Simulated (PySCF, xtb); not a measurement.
Relative energy of two isomers of C3H3BO

We compare X, `CC#CB=O`, a singlet, with Y, `C=C=CB=O`, a singlet. Both are isolated molecules in the gas phase, relaxed with PBE0-D3(BJ)/def2-SVP; the shapes shown needn't be the lowest conformers.

X (Å):

```xyz
8

C    -2.0502   -0.0024   -0.0577
C    -1.4527   -0.1810   -1.3623
C    -0.9493   -0.3315   -2.4615
B    -0.3385   -0.5140   -3.7954
O     0.1604   -0.6630   -4.8849
H    -1.5927    0.8512    0.4660
H    -3.1308    0.1878   -0.1476
H    -1.9092   -0.9019    0.5612
```

Y (Å):

```xyz
8

C    -0.8920   -1.5410    1.6719
C    -1.0982   -1.0949    0.4650
C    -1.2886   -0.6520   -0.7597
B    -0.2469   -0.8868   -1.8400
O     0.5737   -1.0675   -2.7052
H    -0.3835   -0.9246    2.4202
H    -1.2209   -2.5432    1.9650
H    -2.2104   -0.1072   -1.0009
```

Quicker runs give these differences E(Y) − E(X): GFN2-xTB +10.2 kcal/mol; HF/STO-3G +22.5 kcal/mol (at GFN2-xTB geometries); r2SCAN-D4/def2-SVP +6.1 kcal/mol (at GFN2-xTB geometries).

**Question.** Estimate E(Y) − E(X) at the level CCSD(T)/def2-SVP + ΔMP2/def2-TZVPP.

**Answer.** Calculated at CCSD(T)/def2-SVP + ΔMP2/def2-TZVPP: E(Y) − E(X) = +7.2 kcal/mol, so structure X lies lower.

The same difference at several levels:

```json
{"level": "GFN2-xTB", "geometry": "GFN2-xTB", "E(Y) − E(X) (kcal/mol)": "+10.2", "departure from the last row (kcal/mol)": "+3.0", "job, with rough time for the two": "optimisation, 0.1 s"}
{"level": "HF/STO-3G", "geometry": "GFN2-xTB", "E(Y) − E(X) (kcal/mol)": "+22.5", "departure from the last row (kcal/mol)": "+15.3", "job, with rough time for the two": "single point, 1.1 s"}
{"level": "r2SCAN-D4/def2-SVP", "geometry": "GFN2-xTB", "E(Y) − E(X) (kcal/mol)": "+6.1", "departure from the last row (kcal/mol)": "−1.1", "job, with rough time for the two": "single point, 16 s"}
{"level": "PBE0-D3(BJ)/def2-SVP", "geometry": "PBE0-D3(BJ)/def2-SVP", "E(Y) − E(X) (kcal/mol)": "+5.4", "departure from the last row (kcal/mol)": "−1.8", "job, with rough time for the two": "optimisation, 5.1 min"}
{"level": "HF/def2-SVP", "geometry": "PBE0-D3(BJ)/def2-SVP", "E(Y) − E(X) (kcal/mol)": "+7.4", "departure from the last row (kcal/mol)": "+0.2", "job, with rough time for the two": "part of the CCSD(T) run"}
{"level": "MP2/def2-SVP", "geometry": "PBE0-D3(BJ)/def2-SVP", "E(Y) − E(X) (kcal/mol)": "+12.3", "departure from the last row (kcal/mol)": "+5.1", "job, with rough time for the two": "part of the CCSD(T) run"}
{"level": "CCSD(T)/def2-SVP", "geometry": "PBE0-D3(BJ)/def2-SVP", "E(Y) − E(X) (kcal/mol)": "+8.0", "departure from the last row (kcal/mol)": "+0.8", "job, with rough time for the two": "single point"}
{"level": "CCSD(T)/def2-SVP + ΔMP2/def2-TZVPP", "geometry": "PBE0-D3(BJ)/def2-SVP", "E(Y) − E(X) (kcal/mol)": "+7.2", "departure from the last row (kcal/mol)": "", "job, with rough time for the two": "single point, 50 s"}
```

As drawn, Y has 2 C=C in place of 1 C–C, 1 C≡C.

None of the levels shown reverses the order. The largest departure from CCSD(T)/def2-SVP + ΔMP2/def2-TZVPP is that of HF/STO-3G, 15.3 kcal/mol. The last row adds to CCSD(T) the change of the MP2 difference between the two basis sets, here −0.8 kcal/mol.

With harmonic frequencies from PBE0-D3(BJ)/def2-SVP (ideal gas, rigid rotor, one conformer each, 298.15 K, 1 atm): on the last row, ΔE + ΔZPE = +6.5, ΔH = +6.3, ΔG = +5.6 kcal/mol.

The correlated steps freeze 5 core orbitals. Codes used: PySCF 2.14.0, xtb 6.7.1; the last row on 2 threads of Arm Neoverse V2 on a shared host.
